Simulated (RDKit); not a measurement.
Job for RDKit: MMFF94 on H2N2S (a complex), monomers drawn apart or pushed together.

```python
from rdkit import Chem
from rdkit.Chem import AllChem, rdDetermineBonds

blocks = [
'''2

N     0.40772971   -0.85728750   -0.59430610
N     0.18693513    0.07186987   -0.06743402
''',
'''3

S    -0.70764780    0.90803410    5.80748435
H    -0.75569852    1.50881196    4.60824886
H     0.61812092    1.09197167    5.91244300
''',
]
mol = None
for b in blocks:
    f = Chem.MolFromXYZBlock(b)
    rdDetermineBonds.DetermineBonds(f, charge=0)
    mol = f if mol is None else Chem.CombineMols(mol, f)
Chem.SanitizeMol(mol)
print(Chem.MolToSmiles(Chem.RemoveHs(mol)))
ff = AllChem.MMFFGetMoleculeForceField(mol, AllChem.MMFFGetMoleculeProperties(mol), nonBondedThresh=100.0, ignoreInterfragInteractions=False)
e = ff.CalcEnergy()
print(f'MMFF94 energy {e:.6f} kcal/mol')
```

Program output:

```
N#N.S
MMFF94 energy 55.750023 kcal/mol
```

The run finished.

Cost: roughly 0.03 core-seconds.
